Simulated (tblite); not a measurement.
Species: C₆H₁₁O (doublet state).
SMILES with atom numbers: `[OH:1][CH:2][CH:3]1[CH2:4][CH2:5][CH2:6][CH2:7]1` (hydrogens: H8 on O1; H9 on C2; H10 on C3; H11, H12 on C4; H13, H14 on C5; H15, H16 on C6; H17, H18 on C7)

Computed with GFN2-xTB (tblite), gas phase: L-BFGS steps from a force-field or distance-geometry start until the largest atomic force falls under 0.01 eV/Å.

Step 2: E = -611.0290 eV
```
atom  x, y, z in Å  |  force x, y, z in eV/Å
O1      3.0562    0.0045   -0.7545    0.072  -0.219  -0.111
C2      1.9235    0.5939   -0.2447    0.053  -0.063  -0.023
C3      0.6493   -0.1483   -0.2971    0.018   0.075   0.085
C4     -0.4739    0.6006   -1.0464   -0.024   0.039   0.000
C5     -1.7611   -0.0929   -0.6029    0.030  -0.055   0.129
C6     -1.4574   -0.7258    0.7710    0.001  -0.055  -0.110
C7     -0.0010   -0.3853    1.0870   -0.028   0.030  -0.117
H8      3.8191    0.5821   -0.6548   -0.081   0.009   0.020
H9      2.0415    1.5690    0.1966   -0.251  -0.035   0.038
H10     0.7983   -1.1254   -0.7776    0.169   0.245   0.057
H11    -0.3368    0.5609   -2.1266    0.023   0.027   0.037
H12    -0.4893    1.6479   -0.7387    0.093  -0.026   0.010
H13    -2.5865    0.6114   -0.5369   -0.072   0.023  -0.064
H14    -2.0270   -0.8710   -1.3155   -0.077  -0.007  -0.043
H15    -1.5867   -1.8056    0.7080   -0.002  -0.035   0.060
H16    -2.1221   -0.3543    1.5475   -0.059   0.012   0.017
H17     0.0500    0.5273    1.6805    0.070   0.046  -0.028
H18     0.4950   -1.1826    1.6335    0.065  -0.012   0.046
```

Step 3: E = -611.0373 eV
```
atom  x, y, z in Å  |  force x, y, z in eV/Å
O1      3.0598   -0.0042   -0.7591   -0.051  -0.071  -0.016
C2      1.9296    0.5914   -0.2463   -0.083  -0.069  -0.001
C3      0.6511   -0.1420   -0.2954   -0.030  -0.054   0.059
C4     -0.4774    0.6009   -1.0462    0.117   0.034   0.028
C5     -1.7623   -0.0937   -0.6020    0.026  -0.047   0.097
C6     -1.4576   -0.7276    0.7707   -0.030  -0.025  -0.087
C7     -0.0036   -0.3857    1.0882    0.102   0.041  -0.174
H8      3.8140    0.5820   -0.6539    0.007  -0.005  -0.005
H9      2.0302    1.5675    0.1983   -0.117  -0.050   0.001
H10     0.8053   -1.1161   -0.7755    0.138   0.156   0.022
H11    -0.3357    0.5620   -2.1251    0.006   0.016   0.015
H12    -0.4849    1.6466   -0.7383    0.038   0.031   0.019
H13    -2.5878    0.6110   -0.5395   -0.072   0.021  -0.036
H14    -2.0296   -0.8699   -1.3161   -0.066  -0.021  -0.044
H15    -1.5868   -1.8074    0.7103   -0.001  -0.035   0.047
H16    -2.1229   -0.3545    1.5465   -0.057   0.004   0.018
H17     0.0530    0.5275    1.6775    0.031   0.079   0.027
H18     0.4968   -1.1815    1.6341    0.043  -0.005   0.031
```

Problem. Estimate the geometry and energy of step 4. (The exact step hangs on the optimiser's Hessian estimate; all steps are aligned on step 3, rigid shifts and turns removed.)

Solution. E = -611.0405 eV, largest force 0.130 eV/Å
```
atom  x, y, z in Å  |  force x, y, z in eV/Å
O1      3.0602   -0.0091   -0.7613   -0.040   0.034   0.029
C2      1.9315    0.5890   -0.2471   -0.124  -0.027   0.027
C3      0.6515   -0.1399   -0.2940   -0.020  -0.062   0.018
C4     -0.4771    0.6015   -1.0454    0.100   0.016   0.031
C5     -1.7629   -0.0946   -0.6007    0.013  -0.009   0.018
C6     -1.4584   -0.7287    0.7699   -0.004  -0.007  -0.028
C7     -0.0030   -0.3853    1.0866    0.085   0.037  -0.085
H8      3.8118    0.5818   -0.6536   -0.009  -0.055  -0.024
H9      2.0230    1.5659    0.1991   -0.049  -0.063  -0.020
H10     0.8108   -1.1094   -0.7743    0.114   0.047  -0.021
H11    -0.3351    0.5628   -2.1242    0.003   0.011   0.011
H12    -0.4823    1.6467   -0.7378    0.016   0.047   0.024
H13    -2.5894    0.6110   -0.5413   -0.041   0.002  -0.020
H14    -2.0318   -0.8696   -1.3169   -0.045  -0.009  -0.027
H15    -1.5868   -1.8089    0.7121    0.000  -0.026   0.037
H16    -2.1239   -0.3547    1.5461   -0.036  -0.005   0.006
H17     0.0549    0.5287    1.6764    0.012   0.054   0.017
H18     0.4982   -1.1808    1.6347    0.025   0.016   0.008
```

The energy changes by -0.0032 eV. The first-order estimate −F·Δx gives -0.0047 eV and the mean of the old and new forces, exact on a quadratic surface, -0.0032 eV. The step makes an angle of 47° with the force vector and moves no atom by more than 0.009 Å.

The cost below is that of the whole relaxation. Time: 0.11 s wall. Hardware: Arm Neoverse V2, one thread, no GPU, shared host with 96 logical CPUs at a one-minute load of 35.
